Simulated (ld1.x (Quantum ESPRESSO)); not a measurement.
platinum (Pt), ultrasoft: configuration errors across variants

* Element: Pt (Z = 78)
* Generator: ld1.x (Quantum ESPRESSO) 7.5
* Type: ultrasoft
* Functional: PBE
* Relativity: fully relativistic
* Frozen core: [Xe] 4f14
* Valence charge: 10
* Reference configuration: 5d8 6s0 6p0 (charge +2)
* Partial waves: 6s (bound, empty): rcut 2.30, rcutus 2.45 bohr; 6s channel at 0.45 Ry: rcut 2.30, rcutus 2.45 bohr; 6p (bound, empty): rcut 1.95, rcutus 2.55 bohr; 6p channel at 1.35 Ry: rcut 1.95, rcutus 2.55 bohr; 5d (bound): rcut 1.55, rcutus 1.75 bohr; 5d channel at -0.25 Ry: rcut 1.55, rcutus 1.75 bohr
* Local potential: all-electron potential smoothed inside 1.80 bohr (lloc = -2)
* Core correction: Bessel-smoothed model core inside 0.85 bohr
* Augmentation charge: PSQ, inside the norm-conserving radii

Open shells are filled in proportion to 2j + 1 (rel_dist='average').

All-electron excitation energies from the reference (eV): (1) 5d9 6s1 6p0 -29.192; (2) 5d9 6s0 6p0 -19.981; (3) 5d7 6s0 6p0 32.214; (4) 5d10 6s0 6p0 -29.231; (5) 5d8 6s1 6p0 -17.999; (6) 5d8 6s2 6p0 -28.172; (7) 5d9 6s0.5 6p0 -25.489.

The overlap operator is not positive definite (basis up to 400 Ry) in “all radii but the core radius scaled by about 0.75 (s 1.84, p 1.90, d 1.30 bohr, rcut 1.72/1.46/1.16); local potential all-electron potential smoothed inside 1.34 bohr (lloc = -2)”, “all radii but the core radius scaled by about 0.96 (s 2.36, p 2.46, d 1.68 bohr, rcut 2.22/1.88/1.50); local potential all-electron potential smoothed inside 1.74 bohr (lloc = -2)”. Such files are unfit for use, however small their errors in these radial tests.

Tests that are not counted but printed errors over 1 eV. “all radii but the core radius scaled by about 0.75 (s 1.84, p 1.90, d 1.30 bohr, rcut 1.72/1.46/1.16); local potential all-electron potential smoothed inside 1.34 bohr (lloc = -2)”: 5d9 6s1 6p0 (solver errors, printed error -3.6 eV); 5d8 6s1 6p0 (solver errors, printed error -4.0 eV). “all radii but the core radius scaled by about 0.83 (s 2.04, p 2.12, d 1.46 bohr, rcut 1.92/1.62/1.28); local potential all-electron potential smoothed inside 1.50 bohr (lloc = -2)”: 5d9 6s1 6p0 (solver errors, printed error -1.9 eV); 5d8 6s2 6p0 (solver errors, printed error -725 eV).

4 further variants failed, have other tests or too few solved ones, and are left out.

A true bound ghost makes a file unfit for plane-wave use even where its test errors are small: the radial tests pick states by their node count and pass the ghost by. Where a test does run into it, the solver fails or the error is huge.

Errors AE − PS in meV (a dash: test not solved or not reliable):

```csv
change,(1),(2),(3),(4),(5),(6),(7),bound ghosts
base,-40,-38,-80,-89,-7.9,-19,-39,none
"all radii but the core radius scaled by about 0.75 (s 1.84, p 1.90, d 1.30 bohr, rcut 1.72/1.46/1.16); local potential all-electron potential smoothed inside 1.34 bohr (lloc = -2)",–,-37,-78,-88,–,+2603,–,"p1/2 (s, p3/2 not tested, overlap not positive)"
"all radii but the core radius scaled by about 0.83 (s 2.04, p 2.12, d 1.46 bohr, rcut 1.92/1.62/1.28); local potential all-electron potential smoothed inside 1.50 bohr (lloc = -2)",–,-37,-78,-88,–,–,–,"p3/2, s, p1/2"
"all radii but the core radius scaled by about 0.91 (s 2.22, p 2.32, d 1.58 bohr, rcut 2.08/1.76/1.40); local potential all-electron potential smoothed inside 1.64 bohr (lloc = -2)",-43,-37,-77,-88,-6.5,-16,-41,p3/2
"all radii but the core radius scaled by about 0.96 (s 2.36, p 2.46, d 1.68 bohr, rcut 2.22/1.88/1.50); local potential all-electron potential smoothed inside 1.74 bohr (lloc = -2)",-40,-38,-79,-90,-5.9,-14,-40,not determined (overlap not positive)
"all radii but the core radius scaled by about 1.10 (s 2.70, p 2.80, d 1.92 bohr, rcut 2.54/2.14/1.70); local potential all-electron potential smoothed inside 1.98 bohr (lloc = -2)",-44,-41,-90,-96,-21,-56,-40,none
```

Question: Give the same row for: all radii but the core radius scaled by about 1.25 (s 3.06, p 3.18, d 2.18 bohr, rcut 2.86/2.44/1.94); local potential all-electron potential smoothed inside 2.24 bohr (lloc = -2).

Answer: -127, -221, -466, -539, -35, -110, -163; bound ghosts: none.
